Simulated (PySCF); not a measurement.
## N⁺: excitation energy

N⁺ [He] 2s2 2p2 (3P) → N⁺ [He] 2s1 2p2 3d1 (high-spin determinant), as a difference of total energies. All numbers are calculated (PySCF 2.14, the non-relativistic Hamiltonian (point nucleus), in dyall-av2z (11s7p2d, 42 functions)). Correlated levels: valence: 1s2 frozen; virtual orbitals above 40 to 60 times the deepest correlated orbital energy dropped. The calculations carry no spin-orbit coupling.

| method | excitation energy (eV) |
| --- | --- |
| UHF | 32.083 |
| LDA | 32.906 |
| PBE | 32.730 |
| PBE0 | 32.929 |
| r2SCAN | 32.676 |
| revPBE | 32.728 |
| CAM-B3LYP | 33.763 |
| wB97X-V | 33.600 |
| HSE06 | 32.911 |
| MP2 (valence) | 33.402 |
| SCS-MP2 (valence) | 33.752 |

Q: How much does correlation contribute at MP2 (valence)?

A: 33.402 − (32.083) = 1.319 eV, measured against UHF.

The upper state lies above the first ionisation limit, but in LS coupling its spin forbids autoionisation to the ground ion. A Rydberg-like electron needs more diffuse functions than a valence basis has.

The promoted electron is Rydberg-like, and one or two diffuse shells describe it only roughly, which tends to raise the upper state.

In the upper state the promoted electron has a positive orbital energy at LDA, so the basis confines it.

The determinant of the upper state mixes LS terms, which raises its energy above the lowest term, most at the Hartree-Fock and MP2 levels.
